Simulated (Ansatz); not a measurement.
Ideal-gas functions of `OC(O)(Br)I` at 800 K and 1 bar, from an Ansatz frequency run at PBE0-D4/def2-TZVP.

Molar mass 252.83 g/mol, point group C1 (symmetry number 1), electronic degeneracy 1, moments of inertia 163.929, 622.151, 697.619 u Å². Harmonic wavenumbers (cm⁻¹, unscaled): 134, 250, 262, 288, 331, 362, 429, 634, 666, 1036, 1188, 1307, 1313, 3759, 3782.

Use S(trans) = R[1.5 ln M + 2.5 ln T − 1.1517]; rotational temperatures θ = 24.2544 K / I; S(rot) = R[ln(√π/σ · √(T³/θAθBθC)) + 1.5]; for each mode x = 1.438777 ν̃/T, S = R[x/(eˣ − 1) − ln(1 − e⁻ˣ)] and H = RT x/(eˣ − 1); 1 cm⁻¹ = 0.0119627 kJ/mol; R = 8.31446 J/(mol·K).

Q: By hand: the entropy, in J/(mol·K).

A: Translation 198.4. Rotation: θ = 0.148, 0.039, 0.0348 K, giving 136.0. Vibration, mode by mode: 20.17, 15.03, 14.65, 13.88, 12.75, 12.03, 10.67, 7.66, 7.29, 4.25, 3.42, 2.89, 2.87, 0.07, 0.07, in all 127.7. Electronic 0.0. Sum 462.1 J/(mol·K).

Q: By hand: H − E and G − E in kJ/mol, counted from the electronic energy.

A: Zero-point energy ½ × 15741 × 0.0119627 = 94.2; thermal vibration 50.0; translation, rotation and pV give 4 RT = 26.6. H − E = 170.8 kJ/mol, and G − E = 170.8 − 800 × 462.1/1000 = -198.9 kJ/mol.

Vibration gives 28 % of the entropy, 20.2 J/(mol·K) of it from the mode under 150 cm⁻¹: soft modes count most, and the harmonic formula is weakest for them. The sum counts one conformer and one mirror image; others add a mixing term.
